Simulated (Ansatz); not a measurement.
Job for Ansatz (an electronic-structure program): R-BLYP/def2-TZVPP on C3H5NO (SMILES COCC#N).

Ansatz 0.2 input:
```yaml
crystal:
  periodic: [false, false, false]
  atoms:
    - {symbol: C, position_ang: [-1.49150501, 0.06983703, 0.24659280]}
    - {symbol: O, position_ang: [-0.23044318, 0.68829200, 0.06063124]}
    - {symbol: C, position_ang: [0.75343466, -0.23107334, -0.34374327]}
    - {symbol: C, position_ang: [2.02749492, 0.46545519, -0.51791393]}
    - {symbol: N, position_ang: [3.04309848, 0.98157147, -0.66395656]}
    - {symbol: H, position_ang: [-1.44577598, -0.70093916, 1.02528940]}
    - {symbol: H, position_ang: [-2.18172318, 0.85139798, 0.55507169]}
    - {symbol: H, position_ang: [-1.85238912, -0.38559041, -0.68340604]}
    - {symbol: H, position_ang: [0.48696391, -0.71232725, -1.29519910]}
    - {symbol: H, position_ang: [0.89084448, -1.02662350, 0.40196646]}
basis:
  gaussian:
    orbitals: def2-TZVPP
hamiltonian:
  xc: {name: BLYP}
scf: {lower_state_search: off}
```

**Question.** Give the final energy of this run.

**Answer.** -247.2848 hartree.
